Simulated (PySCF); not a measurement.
Computed shifts of a molecule C₄H₁₀S, KT2/pcSseg-1 in PySCF, GIAO, gas phase, equivalent atoms averaged, in ppm (number of nuclei): ¹³C: 49.7 (1), 41.5 (2), 33.5 (1). ¹H: 2.11 (1), 1.81 (6), 1.63 (3). References: ¹³C against TMS (σ = 185.1 ppm); ³³S against H2S (σ = 723.0 ppm); ¹H against TMS (σ = 31.47 ppm), references at their B3LYP-D3(BJ)/def2-TZVP geometries, non-relativistic. Coordinates come from a PBE0-D3(BJ)/def2-SVP optimisation. The values are those of a single conformer.

Q: Pick the molecule that these values belong to.
(A) CC(C)(C)S
(B) CCCSC
(C) CCSCC
(D) CC[C@H](C)S

A: A, CC(C)(C)S
